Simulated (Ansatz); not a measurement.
Consider the formal exchange of groups at the In–F bond: `[F][InH][Cl]` + `CC=N` → `C[C](=N)[InH][Cl]` + H–F.

Calculated with Ansatz (gas phase, PBE0-D4/def2-TZVP geometries, no zero-point term in ΔE). CCSD(T)/CBS adds triple-zeta CCSD(T) − MP2 to the extrapolated MP2 energy (def2 sets, frozen cores). This one scheme is used for every species. DFT in def2-TZVPP. B3LYP here is the variant with VWN-RPA as its local correlation; programs differ in this. Elements past krypton have def2 core potentials. For In outer-core shells are correlated without core-valence functions, which leaves a few kJ/mol of doubt a bond. Each species was taken in one conformer, which may not be the lowest.

`[F][InH][Cl]`:

Cartesian coordinates in Å:
```
F -0.570 -0.321 1.759
In 0.192 -0.051 -0.004
Cl -1.431 0.773 -1.418
H 1.810 -0.400 -0.338
```

`CC=N`:

Z-matrix (Å, degrees):
```
C
C 1 1.493
H 1 1.092 2 111.6
H 1 1.094 2 110.3 3 -121.2
H 1 1.094 2 110.3 3 121.2
N 2 1.263 1 127.9 3 0.0
H 2 1.095 1 115.5 3 -180.0
H 6 1.023 2 110.6 1 0.0
```

`C[C](=N)[InH][Cl]`:

```xyz
10

C     0.457    0.739   -1.368
C     0.215    0.408    0.070
N     0.594    1.191    0.981
In   -0.804   -1.449    0.614
Cl   -0.837   -1.307    2.974
H    -0.489    0.785   -1.915
H     0.974    1.697   -1.453
H     1.059   -0.042   -1.844
H     0.370    0.852    1.919
H    -1.539   -2.874    0.023
```

H–F:

Cartesian coordinates in Å:
```
F 0.387 0.113 -0.221
H -0.387 -0.113 0.221
```

CCSD(T)/CBS gives +70.4 kJ/mol.

Q: Another level gave +79.3 kJ/mol. Which?
A. r2SCANh/def2-TZVPP
B. B3LYP/def2-TZVPP
C. PBE0-D4/def2-TZVPP
D. CCSD/def2-TZVPP

A: A. r2SCANh 79.3, CCSD/def2-TZVPP 74.3, PBE0-D4 69.7, B3LYP 87.1 kJ/mol.

Largest T1 diagnostic among the species: 0.015.

The D4 term adds −11.6 kJ/mol with B3LYP and −6.4 kJ/mol with PBE0; it sums over pairs of atoms, weighted by their polarisabilities, and B3LYP, whose exchange is more repulsive, gets the larger term. At CCSD(T), def2-SVP lies +14.3 kJ/mol from the extrapolated value and def2-TZVPP −2.0 kJ/mol.
